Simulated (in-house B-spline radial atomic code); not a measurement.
B II (B+): [He] 2s2

Computed with a radial B-spline atomic code at the basis-set limit: non-relativistic PBEsol, spin-polarised, spherical fractional occupations, point nucleus.

Effective charges: Z_r = [3n² - l(l+1)]/(2<r>) from the radius, Z_e = n√(-2ε) from the energy, and Slater's rules. Values are occupation-weighted means over spin.

```
shell  electrons   ε (eV)  <r> (bohr)   Z_r   Z_e  Slater
   1s          2  -192.48      0.3301  4.54  3.76    4.70
   2s          2  -19.373       1.785  3.36  2.39    2.95
```

The least bound orbital is 2s at -19.37 eV, and it is also the most diffuse (<r> = 1.785 bohr).
